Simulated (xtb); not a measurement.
C₄H₁₀In, charge +1, singlet, at a GFN2-xTB geometry (such geometries of metal compounds can be far from the true shape); GFN2-xTB run with xtb 6.7.1.

The xtb input:
```
$ xtb mol.xyz --gfn 2 --chrg 1 --opt --json

# file mol.xyz
15

In    -0.00325323    -0.00118182    -0.00075075
C     -0.26388659    -0.73201592     2.27317528
C      0.22828659    -2.14031481     2.44634191
H     -1.33630667    -0.61904132     2.43933074
H      0.31543215     0.00627723     2.82972437
H      1.29309220    -2.23290490     2.22233056
H     -0.33590699    -2.84966766     1.83718266
H      0.09057852    -2.42950229     3.49201022
C      0.25506796     0.72881234    -2.27521036
C     -0.20245158     2.14970000    -2.44037993
H     -0.34820496     0.00710143    -2.82806737
H      1.32262360     0.58878643    -2.45170842
H      0.38555276     2.84271358    -1.83494779
H     -1.26235605     2.26905968    -2.20601560
H     -0.06719440     2.43799713    -3.48661384
```

Task: Write the output that xtb gives for this input, abridged.

Result: 
```
   ID    Z sym.   atoms
    1   49 In     1
    2    6 C      2, 3, 9, 10
    3    1 H      4-8, 11-15

           -------------------------------------------------
          |                Calculation Setup                |
           -------------------------------------------------

           -------------------------------------------------
          |                 G F N 2 - x T B                 |
           -------------------------------------------------

          ...................................................
          :                      SETUP                      :
          :.................................................:
          :  # basis functions                  36          :
          :  # atomic orbitals                  35          :
          :  # shells                           21          :
          :  # electrons                        28          :
          :  max. iterations                   250          :
          :  Hamiltonian                  GFN2-xTB          :
          :  restarted?                      false          :
          :  GBSA solvation                  false          :
          :  PC potential                    false          :
          :  electronic temp.          300.0000000     K    :
          :  accuracy                    1.0000000          :
          :  -> integral cutoff          0.2500000E+02      :
          :  -> integral neglect         0.1000000E-07      :
          :  -> SCF convergence          0.1000000E-05 Eh   :
          :  -> wf. convergence          0.1000000E-03 e    :
          :  Broyden damping             0.4000000          :
          :  net charge                          1          :
          :  unpaired electrons                  0          :
          ...................................................

 iter      E             dE          RMSdq      gap      omega  full diag
   1    -14.5883278 -0.145883E+02  0.219E+01    1.66       0.0  T
   2    -14.6296093 -0.412815E-01  0.878E+00    1.58       1.0  T
   3    -14.6303594 -0.750136E-03  0.539E+00    1.67       1.0  T
   4    -14.6316873 -0.132790E-02  0.118E+00    1.68       1.0  T
   5    -14.6317047 -0.173589E-04  0.490E-01    1.69       1.0  T
   6    -14.6317281 -0.234842E-04  0.431E-02    1.69       1.0  T
   7    -14.6317296 -0.140393E-05  0.350E-02    1.68       1.0  T
   8    -14.6317295  0.419515E-08  0.480E-03    1.68       5.4  T
   9    -14.6317292  0.385577E-06  0.520E-03    1.68       5.0  T
  10    -14.6317296 -0.409905E-06  0.124E-03    1.68      20.8  T
  11    -14.6317296 -0.515167E-09  0.883E-04    1.68      29.2  T
  12    -14.6317296 -0.382538E-10  0.456E-05    1.68     566.4  T

   *** convergence criteria satisfied after 12 iterations ***

         :::::::::::::::::::::::::::::::::::::::::::::::::::::
         ::                     SUMMARY                     ::
         :::::::::::::::::::::::::::::::::::::::::::::::::::::
         :: total energy             -14.431051810165 Eh    ::
         :: gradient norm              0.000034319057 Eh/a0 ::
         :: HOMO-LUMO gap              1.684803030048 eV    ::
         ::.................................................::
         :: SCC energy               -14.631730679754 Eh    ::
         :: -> isotropic ES            0.079432380685 Eh    ::
         :: -> anisotropic ES         -0.016936500994 Eh    ::
         :: -> anisotropic XC          0.009091268852 Eh    ::
         :: -> dispersion             -0.006213721119 Eh    ::
         :: repulsion energy           0.200678869589 Eh    ::
         :: add. restraining           0.000000000000 Eh    ::
         :: total charge               1.000000000000 e     ::
         :::::::::::::::::::::::::::::::::::::::::::::::::::::

      -----------------------------------------------------------
     |                   =====================                   |
     |                        A N C O P T                        |
     |                   =====================                   |
     |               Approximate Normal Coordinate               |
     |                Rational Function Optimizer                |
      -----------------------------------------------------------
      -----------------------------------------------------------
     |                   =====================                   |
     |                        A N C O P T                        |
     |                   =====================                   |
     |               Approximate Normal Coordinate               |
     |                Rational Function Optimizer                |
      -----------------------------------------------------------

          ...................................................
          :                      SETUP                      :
          :.................................................:
          :   optimization level            normal          :
          :   max. optcycles                   200          :
          :   ANC micro-cycles                  20          :
          :   degrees of freedom                39          :
          :.................................................:
          :   RF solver                   davidson          :
          :   write xtbopt.log                true          :
          :   linear?                        false          :
          :   energy convergence         0.5000000E-05 Eh   :
          :   grad. convergence          0.1000000E-02 Eh/α :
          :   maxmium RF displ.          1.0000000          :
          :   Hlow (freq-cutoff)         0.1000000E-01      :
          :   Hmax (freq-cutoff)         5.0000000          :
          :   S6 in model hess.         20.0000000          :
          ...................................................

generating ANC from exact Hessian ...
Using Lindh-Hessian (1995)
 Shifting diagonal of input Hessian by    1.0669015694975198E-002
 Lowest  eigenvalues of input Hessian
[...]
 * total energy  :   -14.4310518 Eh     change       -0.3108624E-12 Eh
   *** GEOMETRY OPTIMIZATION CONVERGED AFTER 1 ITERATIONS ***
         :: total energy             -14.431051810165 Eh    ::
[...]
         :: add. restraining           0.000000000000 Eh    ::
         :: total charge               1.000000000000 e     ::
         :::::::::::::::::::::::::::::::::::::::::::::::::::::

           -------------------------------------------------
          |                Property Printout                |
           -------------------------------------------------

    * Orbital Energies and Occupations

         #    Occupation            Energy/Eh            Energy/eV
      -------------------------------------------------------------
         1        2.0000           -0.7672449             -20.8778
         2        2.0000           -0.7626192             -20.7519
         3        2.0000           -0.7196493             -19.5827
         4        2.0000           -0.7112763             -19.3548
         5        2.0000           -0.6891437             -18.7526
         6        2.0000           -0.6553156             -17.8320
         7        2.0000           -0.6531158             -17.7722
         8        2.0000           -0.6331535             -17.2290
         9        2.0000           -0.6269570             -17.0604
        10        2.0000           -0.6193469             -16.8533
        11        2.0000           -0.6114584             -16.6386
        12        2.0000           -0.5887341             -16.0203
        13        2.0000           -0.5872044             -15.9786
        14        2.0000           -0.5249296             -14.2841 (HOMO)
        15                         -0.4630142             -12.5993 (LUMO)
        16                         -0.3323047              -9.0425
        17                         -0.3295858              -8.9685
        18                         -0.1992810              -5.4227
        19                         -0.1990253              -5.4158
        20                         -0.1775735              -4.8320
        21                         -0.1440515              -3.9198
        22                         -0.0576226              -1.5680
        23                         -0.0042561              -0.1158
        24                          0.0076890               0.2092
        25                          0.0187339               0.5098
       ...                                ...                  ...
        35                          0.5397155              14.6864
      -------------------------------------------------------------
                  HL-Gap            0.0619154 Eh            1.6848 eV
             Fermi-level           -0.4939719 Eh          -13.4417 eV

     #   Z          covCN         q      C6AA      α(0)
     1  49 In       1.567     0.402   368.178    43.454
     2   6 C        3.596    -0.092    22.926     6.931
     3   6 C        3.763    -0.118    22.809     6.808
     4   1 H        0.925     0.113     1.670     2.021
     5   1 H        0.925     0.113     1.671     2.021
     6   1 H        0.924     0.087     1.908     2.160
     7   1 H        0.924     0.087     1.907     2.160
     8   1 H        0.924     0.109     1.702     2.040
     9   6 C        3.596    -0.092    22.926     6.931
    10   6 C        3.763    -0.118    22.809     6.808
    11   1 H        0.925     0.113     1.670     2.021
    12   1 H        0.925     0.113     1.671     2.021
    13   1 H        0.924     0.087     1.908     2.160
    14   1 H        0.924     0.087     1.907     2.160
    15   1 H        0.924     0.109     1.702     2.040

 Mol. C6AA /au·bohr⁶  :       2593.461672
 Mol. C8AA /au·bohr⁸  :     142237.180837
 Mol. α(0) /au        :         91.737462

Wiberg/Mayer (AO) data.
largest (>0.10) Wiberg bond orders for each atom

 ---------------------------------------------------------------------------
     #   Z sym  total        # sym  WBO       # sym  WBO       # sym  WBO
 ---------------------------------------------------------------------------
     1  49 In   1.678 --     2 C    0.604     9 C    0.604
     2   6 C    3.916 --     3 C    1.054     5 H    0.920     4 H    0.920
                             1 In   0.604     9 C    0.396
     3   6 C    3.965 --     2 C    1.054     7 H    0.953     6 H    0.953
                             8 H    0.927
     4   1 H    0.986 --     2 C    0.920
     5   1 H    0.986 --     2 C    0.920
     6   1 H    0.987 --     3 C    0.953
     7   1 H    0.987 --     3 C    0.953
     8   1 H    0.951 --     3 C    0.927
     9   6 C    3.916 --    10 C    1.054    12 H    0.920    11 H    0.920
                             1 In   0.604     2 C    0.396
    10   6 C    3.965 --     9 C    1.054    14 H    0.953    13 H    0.953
                            15 H    0.927
    11   1 H    0.986 --     9 C    0.920
    12   1 H    0.986 --     9 C    0.920
    13   1 H    0.987 --    10 C    0.953
    14   1 H    0.987 --    10 C    0.953
    15   1 H    0.951 --    10 C    0.927
 ---------------------------------------------------------------------------

Topologies differ in total number of bonds
Writing topology from bond orders to xtbtopo.mol

molecular dipole:
                 x           y           z       tot (Debye)
 q only:        0.001       0.000       0.000
   full:       -0.000      -0.000      -0.000       0.001
molecular quadrupole (traceless):
                xx          xy          yy          xz          yz          zz
 q only:      -10.645      -0.580      -1.140      -0.540     -12.976      11.785
  q+dip:      -10.297       0.210      -2.850      -0.786     -12.796      13.147
   full:       -7.319      -0.224      -0.883      -0.209      -9.367       8.202

optimized geometry written to: xtbopt.xyz

           -------------------------------------------------
          | TOTAL ENERGY              -14.431051810165 Eh   |
          | GRADIENT NORM               0.000034349467 Eh/α |
          | HOMO-LUMO GAP               1.684802943144 eV   |
           -------------------------------------------------

normal termination of xtb
```
